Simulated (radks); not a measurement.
Task: Neutral gadolinium, configuration [Xe] 4f7 5d0.75 6s2 6p0.25 (fractional occupations, a model configuration). All-electron calculation, scalar-relativistic Kohn-Sham, r2SCAN, spin-unpolarised, spherical densities, finite nucleus; meta-GGA in the generalised Kohn-Sham scheme; Fermi nuclear charge, rms radius 5.1569 fm. Program: a radial shooting solver on a logarithmic mesh with Libxc functionals. Some entries of the table are withheld. Estimate them.

| orbital | occ. | eigenvalue (hartree) | <r^2> (bohr^2) |
|---|---|---|---|
| 1s | 2 | (1) | 0.0006551 |
| 2s | 2 | (2) | 0.01027 |
| 2p | 6 | -271.5429 | 0.008285 |
| 3s | 2 | -68.00342 | 0.06804 |
| 3p | 6 | -57.50037 | 0.06829 |
| 3d | 10 | -43.63420 | 0.05749 |
| 4s | 2 | -13.87464 | 0.3450 |
| 4p | 6 | -10.39437 | 0.3892 |
| 4d | 10 | -5.56041 | 0.4694 |
| 5s | 2 | -1.91277 | 2.006 |
| 5p | 6 | -1.06637 | 2.746 |
| 4f | 7 | -0.34538 | 0.9831 |
| 6s | 2 | -0.16760 | 18.13 |
| 5d | 0.75 | -0.10821 | 9.383 |
| 6p | 0.25 | -0.05488 | 31.83 |

Result: 
(1) 1s eigenvalue (hartree): -1843.795
(2) 2s eigenvalue (hartree): -305.2685
